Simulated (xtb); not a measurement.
C5H10NO (SMILES CN1CCCC1=[OH+]), charge +1, singlet, from a rough starting geometry; GFN2-xTB run with xtb.

Here is a job for xtb.
```
$ xtb mol.xyz --gfn 2 --chrg 1 --opt vtight --json

# file mol.xyz
17

C      2.15171521     0.13528387    -0.26264223
N      0.73335182    -0.04553064    -0.03711983
C      0.06392377    -1.29160528     0.17837903
C     -1.35321019    -0.87826814     0.57096543
C     -1.55855810     0.47465739    -0.08641187
C     -0.15252606     0.90377767    -0.22320006
O      0.23087805     2.14854173    -0.51091259
H      2.44151221     1.11568319    -0.28207250
H      2.58753705    -0.41888350     0.61835302
H      2.40885925    -0.42537419    -1.14835303
H      0.07253305    -1.90666904    -0.76302463
H      0.59687700    -1.78639623     1.01070942
H     -2.09395370    -1.62555250     0.24087388
H     -1.45509263    -0.87059004     1.65049898
H     -2.18386486     1.10570135     0.61906360
H     -2.01391370     0.34618527    -0.98938434
H     -0.53438594     2.78992450    -0.56039512
```

What the program printed (banner, timings and long lists left out):

```
   ID    Z sym.   atoms
    1    6 C      1, 3-6
    2    7 N      2
    3    8 O      7
    4    1 H      8-17

           -------------------------------------------------
          |                Calculation Setup                |
           -------------------------------------------------

           -------------------------------------------------
          |                 G F N 2 - x T B                 |
           -------------------------------------------------

          ...................................................
          :                      SETUP                      :
          :.................................................:
          :  # basis functions                  38          :
          :  # atomic orbitals                  38          :
          :  # shells                           24          :
          :  # electrons                        40          :
          :  max. iterations                   250          :
          :  Hamiltonian                  GFN2-xTB          :
          :  restarted?                      false          :
          :  GBSA solvation                  false          :
          :  PC potential                    false          :
          :  electronic temp.          300.0000000     K    :
          :  accuracy                    1.0000000          :
          :  -> integral cutoff          0.2500000E+02      :
          :  -> integral neglect         0.1000000E-07      :
          :  -> SCF convergence          0.1000000E-05 Eh   :
          :  -> wf. convergence          0.1000000E-03 e    :
          :  Broyden damping             0.4000000          :
          :  net charge                          1          :
          :  unpaired electrons                  0          :
          ...................................................

 iter      E             dE          RMSdq      gap      omega  full diag
   1    -22.6241690 -0.226242E+02  0.360E+00    4.72       0.0  T
   2    -22.6719236 -0.477546E-01  0.227E+00    4.22       1.0  T
   3    -22.6740091 -0.208551E-02  0.106E+00    4.02       1.0  T
   4    -22.6744768 -0.467629E-03  0.189E-01    3.96       1.0  T
   5    -22.6746659 -0.189161E-03  0.904E-02    3.93       1.0  T
   6    -22.6747260 -0.600365E-04  0.387E-02    3.97       1.0  T
   7    -22.6747293 -0.335621E-05  0.115E-02    3.97       2.1  T
   8    -22.6747298 -0.431337E-06  0.313E-03    3.97       7.8  T
   9    -22.6747298 -0.163044E-08  0.109E-03    3.97      22.3  T
  10    -22.6747298 -0.105619E-07  0.288E-04    3.97      84.2  T
  11    -22.6747298  0.130264E-09  0.184E-04    3.97     131.7  T

   *** convergence criteria satisfied after 11 iterations ***

         :::::::::::::::::::::::::::::::::::::::::::::::::::::
         ::                     SUMMARY                     ::
         :::::::::::::::::::::::::::::::::::::::::::::::::::::
         :: total energy             -22.385903352748 Eh    ::
         :: gradient norm              0.158754157757 Eh/a0 ::
         :: HOMO-LUMO gap              3.968586965119 eV    ::
         ::.................................................::
         :: SCC energy               -22.674696486159 Eh    ::
         :: -> isotropic ES            0.102417967823 Eh    ::
         :: -> anisotropic ES         -0.008620642362 Eh    ::
         :: -> anisotropic XC          0.010814179322 Eh    ::
         :: -> dispersion             -0.009447356569 Eh    ::
         :: repulsion energy           0.288793133411 Eh    ::
         :: add. restraining           0.000000000000 Eh    ::
         :: total charge               1.000000000000 e     ::
         :::::::::::::::::::::::::::::::::::::::::::::::::::::

      -----------------------------------------------------------
     |                   =====================                   |
     |                        A N C O P T                        |
     |                   =====================                   |
     |               Approximate Normal Coordinate               |
     |                Rational Function Optimizer                |
      -----------------------------------------------------------
      -----------------------------------------------------------
     |                   =====================                   |
     |                        A N C O P T                        |
     |                   =====================                   |
     |               Approximate Normal Coordinate               |
     |                Rational Function Optimizer                |
      -----------------------------------------------------------

          ...................................................
          :                      SETUP                      :
          :.................................................:
          :   optimization level         verytight          :
          :   max. optcycles                   340          :
          :   ANC micro-cycles                  20          :
          :   degrees of freedom                45          :
          :.................................................:
          :   RF solver                   davidson          :
          :   write xtbopt.log                true          :
          :   linear?                        false          :
          :   energy convergence         0.1000000E-06 Eh   :
          :   grad. convergence          0.2000000E-03 Eh/α :
          :   maxmium RF displ.          1.0000000          :
          :   Hlow (freq-cutoff)         0.1000000E-01      :
          :   Hmax (freq-cutoff)         5.0000000          :
          :   S6 in model hess.         20.0000000          :
          ...................................................

generating ANC from exact Hessian ...
Using Lindh-Hessian (1995)
 Shifting diagonal of input Hessian by    3.4233326948287729E-003
 Lowest  eigenvalues of input Hessian
[...]
 * total energy  :   -22.4047970 Eh     change       -0.8615314E-05 Eh
 * total energy  :   -22.4048053 Eh     change       -0.8207750E-05 Eh
 * total energy  :   -22.4048124 Eh     change       -0.7183562E-05 Eh
 * total energy  :   -22.4048188 Eh     change       -0.6353790E-05 Eh
 * total energy  :   -22.4048216 Eh     change       -0.2858089E-05 Eh
 * total energy  :   -22.4048224 Eh     change       -0.8029616E-06 Eh
 * total energy  :   -22.4048228 Eh     change       -0.3338633E-06 Eh
 * total energy  :   -22.4048229 Eh     change       -0.1497213E-06 Eh
 * total energy  :   -22.4048232 Eh     change       -0.2221032E-06 Eh
 * total energy  :   -22.4048233 Eh     change       -0.1514199E-06 Eh
 * total energy  :   -22.4048234 Eh     change       -0.1142855E-06 Eh
 * total energy  :   -22.4048235 Eh     change       -0.3605219E-07 Eh
   *** GEOMETRY OPTIMIZATION CONVERGED AFTER 22 ITERATIONS ***
         :: total energy             -22.404823457191 Eh    ::
[...]

    * Orbital Energies and Occupations

         #    Occupation            Energy/Eh            Energy/eV
      -------------------------------------------------------------
         1        2.0000           -0.9391668             -25.5560
       ...           ...                  ...                  ...
         8        2.0000           -0.7750970             -21.0915
         9        2.0000           -0.7450721             -20.2744
        10        2.0000           -0.7261499             -19.7595
        11        2.0000           -0.7135000             -19.4153
        12        2.0000           -0.7084089             -19.2768
        13        2.0000           -0.6873943             -18.7050
        14        2.0000           -0.6691981             -18.2098
        15        2.0000           -0.6603340             -17.9686
        16        2.0000           -0.6520674             -17.7437
        17        2.0000           -0.6447370             -17.5442
        18        2.0000           -0.6359059             -17.3039
        19        2.0000           -0.6221450             -16.9294
        20        2.0000           -0.5909518             -16.0806 (HOMO)
        21                         -0.4357626             -11.8577 (LUMO)
        22                         -0.2019153              -5.4944
        23                         -0.1520279              -4.1369
        24                         -0.0995695              -2.7094
        25                         -0.0972126              -2.6453
        26                         -0.0662498              -1.8027
        27                         -0.0455753              -1.2402
        28                         -0.0406819              -1.1070
        29                         -0.0103924              -0.2828
        30                          0.0068374               0.1861
        31                          0.0173804               0.4729
       ...                                ...                  ...
        38                          0.3157097               8.5909
      -------------------------------------------------------------
                  HL-Gap            0.1551893 Eh            4.2229 eV
             Fermi-level           -0.5133572 Eh          -13.9692 eV

     #   Z          covCN         q      C6AA      α(0)
     1   6 C        3.695    -0.088    22.360     6.765
     2   7 N        2.760     0.044    20.472     6.720
     3   6 C        3.806    -0.035    21.194     6.554
     4   6 C        3.834    -0.080    21.997     6.673
     5   6 C        3.834    -0.099    22.356     6.727
     6   6 C        2.838     0.242    22.963     7.853
     7   8 O        1.661    -0.289    18.819     5.856
     8   1 H        0.925     0.111     1.686     2.030
     9   1 H        0.924     0.108     1.714     2.047
    10   1 H        0.924     0.107     1.720     2.051
    11   1 H        0.924     0.100     1.785     2.089
    12   1 H        0.924     0.104     1.747     2.067
    13   1 H        0.925     0.097     1.809     2.103
    14   1 H        0.925     0.088     1.898     2.154
    15   1 H        0.924     0.106     1.729     2.056
    16   1 H        0.924     0.114     1.662     2.016
    17   1 H        0.804     0.368     0.548     1.163

 Mol. C6AA /au·bohr⁶  :       2021.036086
 Mol. C8AA /au·bohr⁸  :      44484.984424
 Mol. α(0) /au        :         66.925181

Wiberg/Mayer (AO) data.
largest (>0.10) Wiberg bond orders for each atom

 ---------------------------------------------------------------------------
     #   Z sym  total        # sym  WBO       # sym  WBO       # sym  WBO
 ---------------------------------------------------------------------------
     1   6 C    3.931 --     2 N    0.989     8 H    0.971    10 H    0.959
                             9 H    0.958
     2   7 N    3.688 --     6 C    1.528     1 C    0.989     3 C    0.964
                             7 O    0.126
     3   6 C    3.940 --     4 C    1.003     2 N    0.964    12 H    0.962
                            11 H    0.955
     4   6 C    3.980 --     3 C    1.003     5 C    0.999    14 H    0.975
                            13 H    0.973
     5   6 C    3.982 --     6 C    1.019     4 C    0.999    15 H    0.949
                            16 H    0.930
     6   6 C    3.928 --     2 N    1.528     7 O    1.243     5 C    1.019
     7   8 O    2.301 --     6 C    1.243    17 H    0.843     2 N    0.126
     8   1 H    0.987 --     1 C    0.971
     9   1 H    0.988 --     1 C    0.958
    10   1 H    0.988 --     1 C    0.959
    11   1 H    0.990 --     3 C    0.955
    12   1 H    0.989 --     3 C    0.962
    13   1 H    0.990 --     4 C    0.973
    14   1 H    0.992 --     4 C    0.975
    15   1 H    0.989 --     5 C    0.949
    16   1 H    0.987 --     5 C    0.930
    17   1 H    0.865 --     7 O    0.843
 ---------------------------------------------------------------------------

Topologies differ in total number of bonds
Writing topology from bond orders to xtbtopo.mol

molecular dipole:
                 x           y           z       tot (Debye)
 q only:       -0.170       0.542      -0.165
   full:       -0.315       0.733      -0.219       2.103
molecular quadrupole (traceless):
                xx          xy          yy          xz          yz          zz
 q only:        3.918      -3.723       4.041      -0.428      -2.369      -7.959
  q+dip:        2.251      -5.980       3.966       0.697      -1.481      -6.217
   full:        2.496      -5.707       4.139       0.445      -1.750      -6.635

optimized geometry written to: xtbopt.xyz

           -------------------------------------------------
          | TOTAL ENERGY              -22.404823457191 Eh   |
          | GRADIENT NORM               0.000032311059 Eh/α |
          | HOMO-LUMO GAP               4.222914543624 eV   |
           -------------------------------------------------

normal termination of xtb
```
